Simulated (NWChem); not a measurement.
System: NH₄ cation; SMILES [NH4+]

```xyz
5

N      0.0000     0.0000     0.0000
H     -0.5910    -0.5910    -0.5910
H      0.5910     0.5910    -0.5910
H     -0.5910     0.5910     0.5910
H      0.5910    -0.5910     0.5910
```
Atoms are numbered in this order, from 1.

Level: PBE0-D3(BJ)/def2-TZVP (NWChem), optimised geometry, unscaled harmonic frequencies. 

```json
[
 {"frequency (cm⁻¹)": "1481", "IR intensity (km/mol)": "160.8"},
 {"frequency (cm⁻¹)": "1481", "IR intensity (km/mol)": "160.8"},
 {"frequency (cm⁻¹)": "1481", "IR intensity (km/mol)": "160.8"},
 {"frequency (cm⁻¹)": "1722", "IR intensity (km/mol)": "0.0"},
 {"frequency (cm⁻¹)": "1722", "IR intensity (km/mol)": "0.0"},
 {"frequency (cm⁻¹)": "3397", "IR intensity (km/mol)": "0.0"},
 {"frequency (cm⁻¹)": "3507", "IR intensity (km/mol)": "185.7"},
 {"frequency (cm⁻¹)": "3507", "IR intensity (km/mol)": "185.7"},
 {"frequency (cm⁻¹)": "3507", "IR intensity (km/mol)": "185.7"}
]
```

| Item | Result |
|---|---|
| zero-point energy | 31.2 kcal/mol |
| thermal correction to the enthalpy at 298.15 K (with zero-point energy) | 33.5 kcal/mol |
| heat capacity Cv | 6.3 cal/(mol K) |
| entropy at 298.15 K and 1 atm (symmetry number 12) | 44.4 cal/(mol K) |

Rigid rotor and harmonic oscillator.
